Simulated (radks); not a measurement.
Values are calculated unless marked as measured or tabulated.
Task: Code: a radial shooting solver on a logarithmic mesh with Libxc functionals. Model: non-relativistic Kohn-Sham, LB94 model potential, spin-polarised, spherical densities, point nucleus; open shells are filled with parallel spins first (spin-orbit coupling, left out, can overturn this in heavy ions). Response by self-consistent Sternheimer equations with the Hartree and adiabatic LDA kernel. For heavy and open-shell atoms this level of theory can miss by tens of per cent. Estimate the static dipole polarisabilities of Rb3+ ([Ar] 3d10 4s2 4p4) and Sc+ ([Ar] 3d1 4s1) and the C6 coefficients of the three pairs.

Result: alpha = 5.049 and 46.64 bohr^3; C6 = 20.63 (Rb3+-Rb3+), 58.44 (Rb3+-Sc+), 281.7 (Sc+-Sc+) hartree bohr^6.
